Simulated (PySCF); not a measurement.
# Spinor energies of Dy²⁸⁺ (dysprosium, charge +28)

Start: [Kr] 4d2; 4d3/2 filled at m_j = +1/2, +3/2. Calculated with PySCF 2.14 in an uncontracted even-tempered set (17 s from 2.4 bohr⁻², ratio 2.8; 14 p from 3.1 bohr⁻², ratio 2.8; 9 d from 3.1 bohr⁻², ratio 2.8; 3 f from 12 bohr⁻², ratio 3): generalised Hartree-Fock with the X2C-1e Hamiltonian and a Gaussian nucleus; one run each with spin-orbit coupling (SO) switched off, then screened by Boettger's factors.

```csv
spinor shell,electrons,"ε, spin-free (eV)","ε, screened SO (eV)",weight of nominal j (screened SO),"rms radius, screened SO (bohr)"
1s1/2,2,-55044.8,-55033.1,1.000,0.0240
2s1/2,2,-10113.8,-10109.8,1.000,0.0971
2p1/2,2,-9081.4,-9647.8,1.000,0.0830
2p3/2,4,-9081.4,-8840.3,1.000,0.0896
3s1/2,2,-3042.4,-3040.8,1.000,0.248
3p1/2,2,-2718.8,-2840.5,1.000,0.239
3d3/2,4,-2304.7,-2328.0,1.000,0.224
3d5/2,6,-2304.7,-2287.4,1.000,0.228
4s1/2,2,-1281.9,-1281.3,1.000,0.521
4p1/2,2,-1156.3,-1195.9,0.997,0.528
4p3/2,4,-1156.3,-1138.6,0.999,0.554
4d3/2,2,-1010.8,-1015.6,0.993,0.546
```

(1) Where does 3p3/2 lie, and what is the 3p spin-orbit splitting (screened SO)?

```
   quantity     spin-free   screened SO
E (hartree)  -11763.15565  -11772.55094
        M_J             2             2
       ⟨J²⟩         8.002         6.049
       ⟨L²⟩        12.002        10.423
       ⟨S²⟩         2.000         1.589
```

Each row is a mean over spinors that exchange with the open shell spreads, by up to 14.278 eV (4p1/2).

Breit and QED terms are absent; they matter most for the inner s and p1/2 levels.

Densities and radii are taken from the X2C orbitals without a picture-change correction, which distorts them close to the nucleus.

Without spin-orbit coupling the j labels of p, d and f shells carry no meaning; the spin-free column gives the mean over the occupied spinors of each nl shell, and its ⟨J²⟩ belongs to a mixture of degenerate components.

Results:

(1) At -2665.8 eV, 174.62 eV above 3p1/2.
